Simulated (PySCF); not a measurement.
Calculated properties of `[CH2]C1=CSC(C#CC)=N1` [radical]

Compound: C₇H₆NS (doublet state).
Cartesian coordinates in Å at the GFN2-xTB level; atoms count from 1:
```xyz
15
C7H6NS angstrom
C     -3.362    0.967    0.337
C     -2.268    0.141    0.299
C     -2.290   -1.269    0.377
S     -0.730   -1.939    0.296
C     -0.094   -0.258    0.157
C      1.283   -0.065    0.043
C      2.479    0.052   -0.054
C      3.903    0.224   -0.172
N     -0.993    0.641    0.176
H     -4.352    0.565    0.434
H     -3.237    2.031    0.270
H     -3.154   -1.893    0.476
H      4.280    0.780    0.687
H      4.136    0.780   -1.080
H      4.394   -0.747   -0.211
```

GFN2-xTB geometry:

```
Rotational constants A, B, C of the GFN2-xTB geometry : 3.428, 0.768, 0.630 GHz
```

From UKS B3LYP, pcH-1 on C H N S, non-relativistic, mean-field spin-orbit, GIAO (PySCF):

```
Isotropic g value                                                      : 2.00311
Principal g values                                                     : 2.00176, 2.00215, 2.00543
Spin squared ⟨S²⟩                                                      : 0.777
Largest Mulliken spin population                                       : 0.74 on C1
Largest isotropic hyperfine couplings (means over sets of like nuclei) : 13C +56.9 (C1), 13C +45.9 (C3), 13C -45.8 (C2), 1H -45.4 (H11), 1H -43.4 (H10) MHz
```

Monoisotopic mass (most abundant isotopes): 136.0221 u.

At 9.50 GHz, hν = g·μB·B₀ (B₀ the magnetic field) puts the centre of the isotropic spectrum, to first order, at 338.8 mT. g_iso is shifted by about +790 ppm from the free-electron value 2.002319; the principal values span 0.0037. The rotational constants make it an asymmetric top with κ = (2B − A − C)/(A − C) = -0.90, nearer the prolate limit (−1). ⟨S²⟩ is 0.027 above the pure-spin value S(S + 1) = 0.75. With B = h/(8π²I), that is 505.379 GHz u Å² over I, the principal moments of inertia are 147.4, 657.7 and 802.0 u Å² (most abundant isotopes).

Isolated species at its GFN2-xTB geometry (one conformer only). GFN2-xTB frequencies show an imaginary mode (25i cm⁻¹), so this geometry is no minimum at that level. Hyperfine couplings depend on the geometry, which wasn't re-optimised at a DFT level. Couplings of like nuclei are plain means over topologically equivalent atoms, as if these changed places fast (by rotation of a methyl-like group, say); in this geometry the members of some sets differ.
